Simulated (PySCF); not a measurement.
All values below come from TPSSh-D3(BJ)/def2-TZVP // r2SCAN-D4/def2-SVP in PySCF 2.14.0. Isolated molecules, 0 K electronic values unless said otherwise. One relaxed conformer stands for a flexible species; it need not be the lowest. 

Reference species: [Ti(Cl)3(NH2)] (neutral, multiplicity 1).

The LUMO is -3.73 eV and the charge on the central atom (meta-Löwdin) is 1.16 e. The HOMO–LUMO gap is 4.03 eV and the coordination number comes out as 4.

Changed species: [Ti(Cl)4] (0 of 4 Cl replaced by NH2; the reference has 1 of 4 Cl replaced by NH2).

### Question
What does the change do to the LUMO, charge on the central atom (meta-Löwdin), HOMO–LUMO gap and coordination number?

### Answer
the LUMO falls by 0.54 eV, to -4.27 eV; the charge on the central atom (meta-Löwdin) drops by 0.05 e, to 1.11 e; the HOMO–LUMO gap rises by 0.62 eV, to 4.65 eV; the coordination number stays essentially unchanged.
